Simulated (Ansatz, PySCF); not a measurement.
The PySCF input:
```python
from pyscf import gto, scf, dft

mol = gto.M(
    atom='''
F    -1.14349714   -1.78303274   -0.87539354
Sn    0.00000000    0.00000000    0.00000000
F    -1.36890091    1.83770533    0.04532888
F     0.67888066   -0.49971285    2.13131729
F     1.83351739    0.44504026   -1.30125264
''',
    basis='sto-3g',
    charge=-1,
    spin=1,
    verbose=3,
)

mf = dft.UKS(mol)
mf.xc = 'pbe0'
mf.grids.atom_grid = (99, 590)
mf.grids.prune = None
mf.kernel()
```

Give the equivalent Ansatz (a program for electronic structure) input.

One answer among several that fit: 
Ansatz 0.2 input:
```yaml
crystal:
  periodic: [false, false, false]
  atoms:
    - {symbol: F, position_ang: [-1.14349714, -1.78303274, -0.87539354]}
    - {symbol: Sn, position_ang: [0.00000000, 0.00000000, 0.00000000]}
    - {symbol: F, position_ang: [-1.36890091, 1.83770533, 0.04532888]}
    - {symbol: F, position_ang: [0.67888066, -0.49971285, 2.13131729]}
    - {symbol: F, position_ang: [1.83351739, 0.44504026, -1.30125264]}
basis:
  gaussian:
    orbitals: STO-3G
hamiltonian:
  xc: pbe0
total_charge: -1
magnetization: {spin_polarized: true, initial_magnetization: 1}
accuracy: high
```

Both were run: PySCF gave -6358.032272 Eh and Ansatz -6358.032276 Eh, 0.005 mEh apart.
